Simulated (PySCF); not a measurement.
CH₂FNO₂Si, SMILES N#CO[Si@H](F)O. Heavy atoms are numbered as in [N:1]#[C:2][O:3][Si@@H:4]([OH:5])[F:6]. Hydrogens are named by the atom that carries them.

Geometry: B3LYP-D3(BJ)/def2-SVP. The structure was generated by enumeration; whether it is a known compound was not checked. The values are those of a single conformer.

All values below come from HF/pcSseg-1 run with PySCF.

GIAO shieldings, no solvent; atoms alike by connectivity are averaged. δ = σ(ref) − σ: ¹⁵N against NH3 (σ = 267.3 ppm); ¹³C against TMS (σ = 192.6 ppm); ¹⁷O against H2O (σ = 333.0 ppm); ²⁹Si against TMS (σ = 393.8 ppm); ¹⁹F against CFCl3 (σ = 238.5 ppm); ¹H against TMS (σ = 31.99 ppm), references at their B3LYP-D3(BJ)/def2-TZVP geometries, non-relativistic.

### Question
Estimate the chemical shifts. (The exact figures need the calculation; the answer reports its results.)

### Answer

| nucleus | atoms | count | δ (ppm) |
|---|---|---|---|
| ¹⁵N | N1 | 1 | 195.4 |
| ¹³C | C2 | 1 | 119.6 |
| ¹⁷O | O3 | 1 | 48.7 |
| ¹⁷O | O5 (OH) | 1 | 35.1 |
| ²⁹Si | Si4 (SiH) | 1 | -64.4 |
| ¹⁹F | F6 | 1 | -112.3 |
| ¹H | H on Si4 | 1 | 4.38 |
| ¹H | H on O5 | 1 | 3.57 |
